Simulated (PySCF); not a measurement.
Planning a shielding job on `[SiH3]CC1=C(F)N(CC1)C`.

Method: GIAO PBE0/pcSseg-1 NMR shielding, non-relativistic, gas phase (PySCF 2.14.0, density-fitted response routines). Geometry: GFN2-xTB. Work: shieldings, ring-centre shieldings, charges and field gradients, density and orbital grids written, density fitting. A driver script takes a list of jobs; this job's settings line and coordinates (Å) are shown.

Command:
```bash
OMP_NUM_THREADS=1 python probes_run.py task.json out
```

Input:
```
{"job": {"kind": "nmr", "xc": "PBE0", "basis": "pcSseg-1"}, "charge": 0, "multiplicity": 1}
C     -2.877306     0.789057     0.580566
N     -1.588587     0.141895     0.564968
C     -1.498091    -1.148664    -0.111708
C     -0.033318    -1.269520    -0.570752
C      0.469716     0.150239    -0.472350
C      1.824179     0.576410    -0.903804
Si     3.173101     0.050088     0.344372
C     -0.466520     0.857911     0.155736
F     -0.411132     2.162310     0.477818
H     -3.287525     0.934349    -0.429375
H     -2.778936     1.758959     1.064566
H     -3.571047     0.175478     1.155175
H     -1.791918    -1.943541     0.577091
H     -2.180794    -1.171588    -0.973852
H      0.052484    -1.669268    -1.582626
H      0.537730    -1.921814     0.094722
H      2.042352     0.146539    -1.883298
H      1.840564     1.661699    -1.012543
H      4.470933     0.506876    -0.156932
H      3.184906    -1.411322     0.454112
H      2.880290     0.640847     1.648372
```

Hardware: one thread, Arm Neoverse V1 (aarch64), shared host. PySCF's memory limit was set to 1280 MB.

The basis has 220 functions.

Question: Which is nearest to the wall time?
A. 7.8 min
B. 58 min
C. 58 s

Answer: C. The run took 58 s. The SCF took 14 cycles.

Estimate the peak memory.

About 0.98 GiB. Peak memory is the resident size of the whole Python process, interpreter and libraries included.

The SCF part of the output:
```
coarse grid: 17728 points
cycle   1  E = -679.1745760630  dE =  1.167e+00  |g| = 5.445e-01  |ddm| = 4.156e+00
cycle   2  E = -679.1267992957  dE =  4.778e-02  |g| = 7.297e-01  |ddm| = 9.957e-01
cycle   3  E = -679.2342808458  dE = -1.075e-01  |g| = 1.208e-01  |ddm| = 6.361e-01
cycle   4  E = -679.2373514778  dE = -3.071e-03  |g| = 5.250e-02  |ddm| = 1.793e-01
cycle   5  E = -679.2379284050  dE = -5.769e-04  |g| = 1.098e-02  |ddm| = 5.146e-02
cycle   6  E = -679.2379494289  dE = -2.102e-05  |g| = 3.805e-03  |ddm| = 1.272e-02
cycle   7  E = -679.2379527055  dE = -3.277e-06  |g| = 6.233e-04  |ddm| = 4.642e-03
final grid: 166240 points
cycle   8  E = -679.2960457947  dE = -4.425e-05  |g| = 9.224e-03  |ddm| = 3.511e-02
cycle   9  E = -679.2960336495  dE =  1.215e-05  |g| = 1.215e-02  |ddm| = 2.119e-02
cycle  10  E = -679.2960665747  dE = -3.293e-05  |g| = 1.563e-03  |ddm| = 1.227e-02
cycle  11  E = -679.2960669902  dE = -4.154e-07  |g| = 2.157e-04  |ddm| = 1.374e-03
cycle  12  E = -679.2960669964  dE = -6.263e-09  |g| = 1.147e-04  |ddm| = 2.961e-04
cycle  13  E = -679.2960669992  dE = -2.742e-09  |g| = 3.790e-05  |ddm| = 1.366e-04
cycle  14  E = -679.2960669995  dE = -3.276e-10  |g| = 5.810e-06  |ddm| = 3.874e-05
converged SCF energy = -679.2960669995
```

On the final grid dE counts from the start density on that grid.

Other jobs ran on the host; a repeat could differ by tens of per cent or more.
